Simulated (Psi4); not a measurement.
C$_{6}$H$_{9}$FO$_{2}$, singlet, geometry from GFN2-xTB; B3LYP/STO-3G (Psi4).

Psi4 was given this input:
```
memory 2 GB

molecule mol {
0 1
  C     3.070273   -0.015670   -0.324787
  C     1.825651   -0.466486   -0.300866
  F     1.530169   -1.724483   -0.674181
  C     0.656477    0.356213    0.130292
  O     0.766916    1.501223    0.495412
  O    -0.473705   -0.327784    0.065540
  C    -1.685331    0.342965    0.453589
  C    -2.653718   -0.732057    0.922625
  C    -2.227733    1.137097   -0.729505
  H     3.891679   -0.633265   -0.640765
  H     3.265063    0.995468   -0.019208
  H    -1.438394    1.030143    1.273522
  H    -2.223294   -1.294620    1.746847
  H    -2.865290   -1.418789    0.107338
  H    -3.580665   -0.272842    1.253179
  H    -3.155311    1.627147   -0.448354
  H    -2.415777    0.471948   -1.569218
  H    -1.508934    1.895274   -1.031422
}

set basis sto-3g
set reference rks
set scf_type pk
set puream true
set d_convergence 1e-8
set dft_radial_points 99
set dft_spherical_points 590

energy('b3lyp')
print_variables()
```

Output, abridged:

```
   => Loading Basis Set <=

    Name: STO-3G
    Role: ORBITAL
    Keyword: BASIS

         ---------------------------------------------------------
                                   SCF
               by Justin Turney, Rob Parrish, Andy Simmonett
                          and Daniel G. A. Smith
                              RKS Reference
         ---------------------------------------------------------

  ==> Geometry <==

    Molecular point group: c1
    Full point group: C1

    Geometry (in Angstrom), charge = 0, multiplicity = 1:

       Center              X                  Y                   Z               Mass
    ------------   -----------------  -----------------  -----------------  -----------------
         C            2.983352040901     0.015447800443    -0.314620076206    12.000000000000
         C            1.738730040901    -0.435368199557    -0.290699076206    12.000000000000
         F            1.443248040901    -1.693365199557    -0.664014076206    18.998403162730
         C            0.569556040901     0.387330800443     0.140458923794    12.000000000000
         O            0.679995040901     1.532340800443     0.505578923794    15.994914619570
         O           -0.560625959099    -0.296666199557     0.075706923794    15.994914619570
         C           -1.772251959099     0.374082800443     0.463755923794    12.000000000000
         C           -2.740638959099    -0.700939199557     0.932791923794    12.000000000000
         C           -2.314653959099     1.168214800443    -0.719338076206    12.000000000000
         H            3.804758040901    -0.602147199557    -0.630598076206     1.007825032230
         H            3.178142040901     1.026585800443    -0.009041076206     1.007825032230
         H           -1.525314959099     1.061260800443     1.283688923794     1.007825032230
         H           -2.310214959099    -1.263502199557     1.757013923794     1.007825032230
         H           -2.952210959099    -1.387671199557     0.117504923794     1.007825032230
         H           -3.667585959099    -0.241724199557     1.263345923794     1.007825032230
         H           -3.242231959099     1.658264800443    -0.438187076206     1.007825032230
         H           -2.502697959099     0.503065800443    -1.559051076206     1.007825032230
         H           -1.595854959099     1.926391800443    -1.021255076206     1.007825032230

  Running in c1 symmetry.

  Rotational constants: A =      0.10338  B =      0.03255  C =      0.02772 [cm^-1]
  Rotational constants: A =   3099.24202  B =    975.81429  C =    831.12160 [MHz]
  Nuclear repulsion =  464.830853914846841

  Charge       = 0
  Multiplicity = 1
  Electrons    = 70
  Nalpha       = 35
  Nbeta        = 35

  ==> Algorithm <==

  SCF Algorithm Type is PK.
  DIIS enabled.
  MOM disabled.
  Fractional occupation disabled.
  Guess Type is SAD.
  Energy threshold   = 1.00e-06
  Density threshold  = 1.00e-08
  Integral threshold = 1.00e-12

  ==> Primary Basis <==

  Basis Set: STO-3G
    Blend: STO-3G
    Number of shells: 36
    Number of basis functions: 54
    Number of Cartesian functions: 54
    Spherical Harmonics?: true
    Max angular momentum: 1

  ==> DFT Potential <==

   => LibXC <=

    Version 7.1.2
    S. Lehtola, C. Steigemann, M. J. T. Oliveira, and M. A. L. Marques,  SoftwareX 7, 1–5 (2018) (10.1016/j.softx.2017.11.002)

   => Composite Functional: B3LYP <=

    B3LYP Hyb-GGA Exchange-Correlation Functional

    P. J. Stephens, F. J. Devlin, C. F. Chabalowski, and M. J. Frisch,  J. Phys. Chem. 98, 11623 (1994) (10.1021/j100096a001)

    Deriv               =              1
    GGA                 =           TRUE
    Meta                =          FALSE

    Exchange Hybrid     =           TRUE
    MP2 Hybrid          =          FALSE

   => Exchange Functionals <=

    0.0800   Slater exchange
    0.7200         Becke 88

   => Exact (HF) Exchange <=

    0.2000               HF

[...]
      Number of threads:                 1

  Performing in-core PK
  Using 2206710 doubles for integral storage.
  We computed 180285 shell quartets total.
  Whereas there are 222111 unique shell quartets.

  ==> DiskJK: Disk-Based J/K Matrices <==

    J tasked:                  Yes
    K tasked:                  Yes
    wK tasked:                  No
    Schwarz Cutoff:          1E-12

  Minimum eigenvalue in the overlap matrix is 1.8428152180E-01.
  Reciprocal condition number of the overlap matrix is 7.3174910465E-02.
    Using symmetric orthogonalization.

  ==> Pre-Iterations <==

  SCF Guess: Superposition of Atomic Densities via on-the-fly atomic UHF (no occupation information).

   -------------------------
    Irrep   Nso     Nmo
   -------------------------
     A         54      54
   -------------------------
    Total      54      54
   -------------------------

  ==> Iterations <==

                        Total Energy        Delta E     RMS |[F,P]|

   @RKS iter SAD:  -474.20720362879149   -4.74207e+02   0.00000e+00
   @RKS iter   1:  -477.76469441932488   -3.55749e+00   9.24668e-03 DIIS/ADIIS
   @RKS iter   2:  -477.19190308893144    5.72791e-01   2.21116e-02 DIIS/ADIIS
   @RKS iter   3:  -477.90673462573301   -7.14832e-01   3.01542e-03 DIIS/ADIIS
   @RKS iter   4:  -477.91960379928275   -1.28692e-02   1.15928e-03 DIIS/ADIIS
   @RKS iter   5:  -477.92178027491133   -2.17648e-03   2.68075e-04 DIIS/ADIIS
   @RKS iter   6:  -477.92190665970855   -1.26385e-04   6.79540e-05 DIIS
   @RKS iter   7:  -477.92191531265740   -8.65295e-06   1.65700e-05 DIIS
   @RKS iter   8:  -477.92191578424303   -4.71586e-07   2.91027e-06 DIIS
   @RKS iter   9:  -477.92191580201450   -1.77715e-08   6.08688e-07 DIIS
   @RKS iter  10:  -477.92191580278018   -7.65681e-10   1.50729e-07 DIIS
   @RKS iter  11:  -477.92191580282059   -4.04157e-11   3.48428e-08 DIIS
   @RKS iter  12:  -477.92191580282207   -1.47793e-12   7.56255e-09 DIIS
  Energy and wave function converged.

  ==> Post-Iterations <==

   Electrons on quadrature grid:
      Ntotal   =   69.9999994022 ; deviation = -5.978e-07

    Orbital Energies [Eh]
    ---------------------

    Doubly Occupied:

[...]
    Virtual:

[...]
      54A      0.782658

    Final Occupation by Irrep:
              A
    DOCC [    35 ]
    NA   [    35 ]
    NB   [    35 ]

  @RKS Final Energy:  -477.92191580282207

   => Energetics <=

    Nuclear Repulsion Energy =            464.8308539148468412
    One-Electron Energy =               -1578.5144759414620239
    Two-Electron Energy =                 687.2589238015023057
    DFT Exchange-Correlation Energy =     -51.4972175777090726
    Empirical Dispersion Energy =           0.0000000000000000
    VV10 Nonlocal Energy =                  0.0000000000000000
    Total Energy =                       -477.9219158028220136

Computation Completed

Properties will be evaluated at   0.000000,   0.000000,   0.000000 [a0]

Properties computed using the SCF density matrix

 Multipole Moments:

 ------------------------------------------------------------------------------------
     Multipole            Electronic (a.u.)      Nuclear  (a.u.)        Total (a.u.)
 ------------------------------------------------------------------------------------

 L = 1.  Multiply by 2.5417464519 to convert [e a0] to [Debye]
 Dipole X            :         10.9313759          -11.4979765           -0.5666006
 Dipole Y            :         -4.2595342            4.1162903           -0.1432438
 Dipole Z            :         -1.3361436            1.3448778            0.0087342
 Magnitude           :                                                    0.5844924

 ------------------------------------------------------------------------------------

  Variable Map:
  ----------------------------------------------------------------------------
[...]
  Array Variable Map:
  ----------------------------------------------------------------------------
[...]
[...]
```
